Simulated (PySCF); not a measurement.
Spinor energies of Sb¹⁷⁺ (antimony, charge +17)

Start: [Ar] 3d10 4s2 4p4; 4p1/2 filled at m_j = -1/2, +1/2; 4p3/2 filled at m_j = +1/2, +3/2. Calculated with PySCF 2.14 in an even-tempered Gaussian basis (18 s from 0.94 bohr⁻², ratio 2.8; 14 p from 1.2 bohr⁻², ratio 2.8; 9 d from 2.2 bohr⁻², ratio 2.8; 4 f from 7.5 bohr⁻², ratio 3): generalised Hartree-Fock with the X2C-1e Hamiltonian and a Gaussian nucleus; spin-orbit coupling (SO) screened by Boettger's factors.

```tsv
spinor shell	electrons	ε, screened SO (eV)	weight of nominal j (screened SO)	rms radius, screened SO (bohr)
1s1/2	2	-31086.1	1.000	0.0325
2s1/2	2	-5198.8	1.000	0.133
2p1/2	2	-4882.1	1.000	0.115
2p3/2	4	-4626.7	1.000	0.120
3s1/2	2	-1394.5	1.000	0.350
3p1/2	2	-1264.7	1.000	0.342
3p3/2	4	-1214.1	1.000	0.353
3d3/2	4	-987.48	0.998	0.325
3d5/2	6	-976.94	0.999	0.328
4s1/2	2	-539.75	1.000	0.764
4p1/2	2	-490.08	0.952	0.788
4p3/2	2	-479.41	0.962	0.807
```

```csv
quantity,screened SO
E (hartree),-6366.45393
M_J,2
⟨J²⟩,6.009
⟨L²⟩,2.865
⟨S²⟩,1.591
```

Each row is a mean over spinors that exchange with the open shell spreads, by up to 11.969 eV (4s1/2).

Breit and QED terms are absent; they matter most for the inner s and p1/2 levels.

Densities and radii are taken from the X2C orbitals without a picture-change correction, which distorts them close to the nucleus.
